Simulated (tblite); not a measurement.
Isomers of C3H6F2OSi. All values are computed: GFN2-xTB (tblite) harmonic vibrations without scaling, gas phase. The method is semi-empirical: single wavenumbers can be off by several per cent or more. Modes of hydrogen on silicon can be 10 to 20 % off. One conformer each.

Electronic energies: GFN2-xTB at the same geometries; isomer energies are rough at this level and their order can be wrong.

```json
{"SMILES": "FC(F)[C@H]1CO[SiH2]1", "electronic energy, lowest = 0 (kJ/mol)": "0.0"}
{"SMILES": "F/C=C/O[SiH2]CF", "electronic energy, lowest = 0 (kJ/mol)": "41.1"}
{"SMILES": "C[C@@H](F)[Si@@H](F)C=O", "electronic energy, lowest = 0 (kJ/mol)": "54.6"}
```

**Question.** How do GFN2-xTB zero-point energies change the relative energies?

**Answer.** 
```tsv
SMILES	ZPE (kJ/mol)	of it from modes above 1550 cm⁻¹	electronic (kJ/mol)	with ZPE, lowest = 0 (kJ/mol)	lowest mode (cm⁻¹)	rings
FC(F)[C@H]1CO[SiH2]1	227.8	99.0	0.0	0.0	57	1
F/C=C/O[SiH2]CF	218.3	109.6	41.1	31.6	42	0
C[C@@H](F)[Si@@H](F)C=O	223.5	112.8	54.6	50.3	30	0
```

The zero-point energies span 9.5 kJ/mol, from `F/C=C/O[SiH2]CF` to `FC(F)[C@H]1CO[SiH2]1`. The order is unchanged.

**Question.** What do entropy and thermal enthalpy add at 298.15 K and 1 bar (rigid rotor, harmonic oscillator, one conformer each)?

**Answer.** 
| SMILES | point group | symmetry number | S (J/(mol K)) | H − H(0) (kJ/mol) | ZPE + H − H(0) − TS (kJ/mol) |
| --- | --- | --- | --- | --- | --- |
| FC(F)[C@H]1CO[SiH2]1 | C1 | 1 | 363.8 | 22.51 | 141.8 |
| F/C=C/O[SiH2]CF | Cs | 1 | 407.0 | 26.90 | 123.8 |
| C[C@@H](F)[Si@@H](F)C=O | C1 | 1 | 412.9 | 27.64 | 128.1 |
